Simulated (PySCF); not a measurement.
# Polarisability and C₆ of Os²⁺ (osmium, charge +2)

[Xe] 4f14 5d6, high-spin 5D determinant. Calculation: PySCF 2.14, in aug-cc-pVTZ-PP with ECP60MDF; a scalar-relativistic core potential. Coupled (time-dependent) response in atomic units; α is the mean over directions.

```csv
method,mean α (bohr³),"α xx, yy, zz",C₆ (like pair),S(−4)
B97-3,11.22,"11.49, 11.49, 10.69",71.04,37.49
PBEsol,12.01,"12.35, 12.35, 11.33",75.88,60.10
```

S(−4) is the Cauchy moment in α(ω) = α(0) + S(−4) ω² + …

Spin-orbit coupling is absent.

α(iu) at PBEsol:

```json
{"u (hartree)": "0", "α(iu) (bohr³)": "12.01"}
{"u (hartree)": "0.0500", "α(iu) (bohr³)": "11.86"}
{"u (hartree)": "0.100", "α(iu) (bohr³)": "11.49"}
{"u (hartree)": "0.200", "α(iu) (bohr³)": "10.43"}
{"u (hartree)": "0.300", "α(iu) (bohr³)": "9.286"}
{"u (hartree)": "0.500", "α(iu) (bohr³)": "7.318"}
{"u (hartree)": "0.750", "α(iu) (bohr³)": "5.576"}
{"u (hartree)": "1.00", "α(iu) (bohr³)": "4.382"}
{"u (hartree)": "1.50", "α(iu) (bohr³)": "2.898"}
{"u (hartree)": "2.00", "α(iu) (bohr³)": "2.043"}
{"u (hartree)": "3.00", "α(iu) (bohr³)": "1.153"}
{"u (hartree)": "5.00", "α(iu) (bohr³)": "0.5002"}
```

For an ion, C₆ is the dispersion term alone; charge-induced terms of lower order in 1/R come first.

The components differ because the open shell of this determinant is not spherical; for a pure term their mean is the scalar polarisability.

Energies and moments cover only the electrons outside the core potential. Spin-orbit coupling, absent here, splits the open shell strongly.
